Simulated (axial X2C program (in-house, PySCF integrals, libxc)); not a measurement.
**Worked dissociation energy of BiO⁺: PBE0, scalar-relativistic**

Computed with an in-house relativistic program for diatomic molecules. Spin-free means the one-electron spin-free X2C Hamiltonian. Basis: Bi dyall-cv3z [12s14p10d6f1g], O dyall-av3z [7s6p3d2f] (cores contracted in-house); Gaussian nuclei, density fitting, unrestricted open shells. Masses: Bi 208.980 u, O 15.995 u.

Molecular state: M_S = 0, Λ = 0 (closed shell).

* E(Bi+) (2M_S = 2, M_L = 0): -21535.086379 hartree
* E(O) (2M_S = 2, M_L = 0): -75.075790 hartree
* E(BiO⁺) at Re: -21610.318897 hartree
* ωe: 903.5 cm⁻¹
* ωexe: 2.92 cm⁻¹

(1) Work out De and D0.

One determinant describes the state; a PBE0 search over occupations chose it and may have missed a lower one. The closed shell is kept restricted, so the energy runs too high when the bond is stretched far. De is counted from the lowest determinant-based energies of the atoms at the same level, without counterpoise correction. Spin-free De lacks the spin–orbit lowering of the heavy p-block atom, a tenth of an eV or more for 4p and 5p, up to an eV for 6p and one to two eV for 7p atoms, less what an open-shell molecule gains itself.

Each atomic determinant is the lowest at this level and need not be a pure term. Totals compare only within one Hamiltonian and basis.

Answers

(1) De = -21535.086379 + (-75.075790) − (-21610.318897) = 0.15673 hartree = 4.265 eV. The zero-point energy is ωe/2 − ωexe/4 = 451 cm⁻¹ = 0.056 eV, so D0 = 4.209 eV.
